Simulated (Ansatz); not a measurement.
The lowest singlet and triplet of CH4Si (SMILES C=[SiH2]); geometries from B3LYP-D3(BJ)/def2-TZVP, each state relaxed from the structure named, with no frequency check.
Singlet at the triplet's geometry (charge 0, multiplicity 1):
```csv
atom,x (Å),y (Å),z (Å)
C,-1.2142,-0.1070,0.1504
Si,0.5950,0.0878,-0.1527
H,-1.9714,0.1890,-0.5659
H,-1.6057,-0.5319,1.0709
H,1.3024,-1.2235,-0.1281
H,1.2305,0.9793,0.8581
```

A positive gap puts the triplet lower; no zero-point energy. R- takes a restricted singlet. U- takes an unrestricted singlet (broken symmetry where lower, unprojected). The triplet is unrestricted in single-reference levels.

Cores are frozen in the correlated methods.

Codes used: Ansatz (Gaussian basis) for Hartree–Fock, density functionals and correlated methods. Values without a source in brackets are computed.

Problem. One of these levels gives 1.146 eV for the gap E(singlet) − E(triplet), vertical, at the triplet's geometry. Which one is it?
A) U-SVWN5/def2-TZVPP (spin-contaminated)
B) R-PBE0/def2-TZVPP
C) R-SCS-MP2/cc-pV(D+d)Z
D) R-HF/cc-pV(T+d)Z

Solution. C, R-SCS-MP2/cc-pV(D+d)Z. The others give 2.834 (R-HF/cc-pV(T+d)Z), 0.042 (U-SVWN5/def2-TZVPP (spin-contaminated)), 1.382 (R-PBE0/def2-TZVPP)

Doubts at one or more of the structures used: a restricted determinant that unrestricted orbitals would lower (R-HF/cc-pV(T+d)Z, R-PBE0/def2-TZVPP, R-SCS-MP2/cc-pV(D+d)Z).

Ansatz is a program for electronic structure.
